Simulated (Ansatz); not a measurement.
Consider the formal exchange of groups at the In–C bond: `F[CH2][InH][I]` + `C=CC(=C)Cl` → `[Cl][InH][I]` + `C=CC(=C)CF`.

Computed with Ansatz on PBE0-D4/def2-TZVP structures; ΔE is electronic, products minus reactants. CCSD(T)/CBS adds triple-zeta CCSD(T) − MP2 to the extrapolated MP2 energy (def2 sets, frozen cores). Functionals use def2-TZVPP. B3LYP here is the variant with VWN-RPA as its local correlation; programs differ in this. def2 core potentials past Kr. For I, In outer-core shells are correlated without core-valence functions, which leaves a few kJ/mol of doubt a bond. One conformer a species, not always the lowest.

`F[CH2][InH][I]`:

Z-matrix (Å, degrees):
```
C
In 1 2.168
F 1 1.385 2 112.1
H 1 1.094 2 109.4 3 -120.8
H 1 1.094 2 109.4 3 120.8
I 2 2.684 1 109.4 3 180.0
H 2 1.707 1 135.0 3 -0.0
```

`C=CC(=C)Cl`:

```xyz
10

C     0.227    0.497   -1.759
C     0.354    0.479   -0.436
C    -0.309   -0.431    0.482
C    -0.139   -0.397    1.802
Cl   -1.373   -1.614   -0.209
H    -0.416   -0.205   -2.276
H     0.768    1.219   -2.356
H     1.007    1.197    0.055
H     0.525    0.342    2.233
H    -0.644   -1.086    2.464
```

`[Cl][InH][I]`:

Cartesian coordinates in Å:
```
Cl 1.038 -1.703 -1.002
In -0.165 -0.105 0.174
I 0.423 2.369 -0.531
H -1.296 -0.561 1.359
```

`C=CC(=C)CF`:

Z-matrix (Å, degrees):
```
C
F 1 1.376
C 1 1.496 2 111.9
H 1 1.096 2 107.8 3 -121.7
H 1 1.096 2 107.8 3 121.7
C 3 1.457 1 117.3 2 -179.9
C 3 1.333 1 121.5 2 0.1
C 6 1.332 3 126.1 1 0.0
H 6 1.087 3 115.0 1 -180.0
H 7 1.084 3 120.5 1 180.0
H 7 1.082 3 121.5 1 -0.0
H 8 1.084 6 122.7 3 0.0
H 8 1.083 6 120.9 3 180.0
```

Task: Is it downhill or uphill in electronic energy at CCSD(T)/CBS, and by how much? (An estimate is asked.)

Result: Computed: Downhill: ΔE = -184.2 kJ/mol.

Task: What do these levels give: ωB97X-V, B2PLYP, PBE0, B3LYP, HF/def2-TZVPP, MP2/CBS(def2)? (Estimate.)

Result: The calculation gave: ωB97X-V -184.4, B2PLYP -181.7, PBE0 -179.6, B3LYP -178.5, HF/def2-TZVPP -214.4, MP2/CBS(def2) -183.5 kJ/mol.

Largest T1 diagnostic among the species: 0.012.

In def2-TZVPP, CCSD(T) changes the Hartree–Fock value by +32.0 kJ/mol (the triples alone add +4.7 kJ/mol) and MP2 by +32.8 kJ/mol. From PBE to PBE0 (25 % exact exchange), in def2-TZVPP and without D4, ΔE moves by −13.9 kJ/mol.
